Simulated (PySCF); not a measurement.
C2BrCl3, SMILES ClC(Cl)=C(Cl)Br. Atoms are numbered in the order given.

```xyz
6

Cl     2.0222    -0.9720     0.0000
C      0.2964    -1.0025     0.0000
Cl    -0.4132    -2.5787     0.0000
C     -0.4566     0.1189     0.0000
Cl    -2.1809     0.0623     0.0000
Br     0.3052     1.8459     0.0000
```

Coordinates come from a B3LYP-D3(BJ)/def2-SVP optimisation.

Level of theory: KT2/pcSseg-1 (PySCF).

GIAO shieldings, no solvent; atoms alike by connectivity are averaged. δ = σ(ref) − σ: ³⁵Cl against HCl (σ = 945.4 ppm); ¹³C against TMS (σ = 185.1 ppm), references at their B3LYP-D3(BJ)/def2-TZVP geometries, non-relativistic (without spin–orbit terms, shifts of atoms bonded to Cl or Br come out too high).

Computed chemical shifts:
```tsv
nucleus	atoms	count	δ (ppm)
³⁵Cl	Cl5	1	386.2
³⁵Cl	Cl1, Cl3	2	379.6
¹³C	C2	1	134.2
¹³C	C4	1	131.6
```
